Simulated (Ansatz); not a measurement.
H3NSSi, SMILES `N[Si]S` (lower singlet) (charge 0, multiplicity 1). This singlet lies 2.24 eV below the relaxed triplet at the level frozen-core CCSD(T)/cc-pVTZ // PBE0-D3(BJ)/def2-TZVP (Ansatz, a quantum-chemistry and plane-wave program).

The numbers are results of frozen-core CCSDT(Q)/6-31g // PBE0-D3(BJ)/def2-TZVP (Ansatz), not measurements.

Ansatz 0.2 input:
```yaml
crystal:
  periodic: [false, false, false]
  atoms:
    - { symbol: N, position_ang: [-1.19596, 0.035149, 0.05158] }
    - { symbol: Si, position_ang: [0.171463, -0.987252, 0.001904] }
    - { symbol: S, position_ang: [1.6685, 0.568548, -0.07637] }
    - { symbol: H, position_ang: [-1.214326, 1.044042, 0.042231] }
    - { symbol: H, position_ang: [-2.121152, -0.362049, 0.095264] }
    - { symbol: H, position_ang: [2.691475, -0.29844, -0.114608] }
basis:
  gaussian: { orbitals: "6-31g" }
correlation:
  method: ccsdt_q
```

Output:

```
Functional definition: HF
921 factors; integrals over basis functions are off by at most 2.4e-7 eV
mean field evaluation 1: about -20204.1792 eV, gradient 2.9e1 eV
mean field evaluation 2: about -20204.1829 eV, gradient 2.9e1 eV
mean field evaluation 4: about -20206.2384 eV, gradient 2.2e0 eV
mean field evaluation 8: about -20206.2590 eV, gradient 4.3e-4 eV
mean field evaluation 16: about -20206.2535 eV, gradient 1.7e-1 eV
mean field -20206.25901364 eV, -742.5663224569 hartree, gradient 2.6e-6 eV, S^2 0.000000; 0 other end points of the search recorded, 0 dependent functions left out
11 core orbitals not correlated
reference -20206.25901364 eV, -742.5663224569 hartree; 9, 9 occupied and 21, 21 virtual orbitals, 921 factors
second order -5.65440312 eV of doubles, -0.00000000 eV of singles
cycle   1  -6.03032627 eV  change   -3.8e-1 eV  update   9.7e-2
cycle   2  -6.36770992 eV  change   -3.4e-1 eV  update   4.2e-2
cycle   3  -6.54701637 eV  change   -1.8e-1 eV  update   2.4e-2
cycle   4  -6.54225662 eV  change    4.8e-3 eV  update   6.4e-3
cycle   5  -6.53896971 eV  change    3.3e-3 eV  update   3.2e-3
cycle   6  -6.53988602 eV  change   -9.2e-4 eV  update   9.2e-4
cycle   7  -6.53970755 eV  change    1.8e-4 eV  update   4.1e-4
cycle   8  -6.53968275 eV  change    2.5e-5 eV  update   1.6e-4
cycle   9  -6.53976147 eV  change   -7.9e-5 eV  update   7.2e-5
cycle  10  -6.53975836 eV  change    3.1e-6 eV  update   2.9e-5
cycle  11  -6.53974885 eV  change    9.5e-6 eV  update   1.2e-5
cycle  12  -6.53975728 eV  change   -8.4e-6 eV  update   5.2e-6
cycle  13  -6.53975912 eV  change   -1.8e-6 eV  update   1.9e-6
cycle  14  -6.53976160 eV  change   -2.5e-6 eV  update   8.9e-7
cycle  15  -6.53976186 eV  change   -2.6e-7 eV  update   2.9e-7
perturbative correction -0.01768800 eV, -0.0006500219 hartree
Total energy: -20212.81646349 eV, -742.8073042943 hartree
```
